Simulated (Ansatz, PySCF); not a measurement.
BH3N, SMILES [NH2+]=B, charge +1. Atoms are numbered in the order given.

```xyz
5

B      0.7693     0.0012     0.0000
N     -0.5416     0.0068     0.0000
H      1.9425    -0.0039     0.0000
H     -1.1025     0.0091     0.8520
H     -1.1025     0.0091    -0.8520
```
Charge +1, spin multiplicity 1.

Geometry optimised at PBE0-D3(BJ)/def2-TZVP. The isomer is the one that the SMILES or the coordinates give; other isomers of the formula were not compared.

Two levels are set side by side: PBE-D3(BJ)/def2-TZVP (Ansatz, a program for electronic structure) and PBE0-D3(BJ)/def2-TZVP (Ansatz). Each level has its own optimised geometry; the coordinates shown are those of the second. Frequencies come from the Hessian of PySCF at each geometry. Differences are taken from unrounded values.

```tsv
quantity	PBE0-D3(BJ)
mean bond length (Å)	1.131
bond B1–N2 (Å)	1.311
bond B1–H3 (Å)	1.173
bond N2–H4 (Å)	1.020
bond N2–H5 (Å)	1.020
highest harmonic wavenumber (cm⁻¹)	3546
mean harmonic wavenumber (cm⁻¹)	1765
zero-point energy (kcal/mol)	22.71
```

What does PBE-D3(BJ) give, and how far is it from PBE0-D3(BJ)? (Estimate from the structure and the level; the computed values follow.)


```tsv
quantity	PBE-D3(BJ)	PBE-D3(BJ) minus PBE0-D3(BJ)
mean bond length (Å)	1.139	0.008
bond B1–N2 (Å)	1.319	0.008
bond B1–H3 (Å)	1.179	0.006
bond N2–H4 (Å)	1.029	0.009
bond N2–H5 (Å)	1.029	0.009
highest harmonic wavenumber (cm⁻¹)	3434	-112
mean harmonic wavenumber (cm⁻¹)	1713	-52
zero-point energy (kcal/mol)	22.04	-0.67
```

Exact exchange shortens and stiffens bonds; PBE has none. Differences between two approximate levels are no errors against the true value.
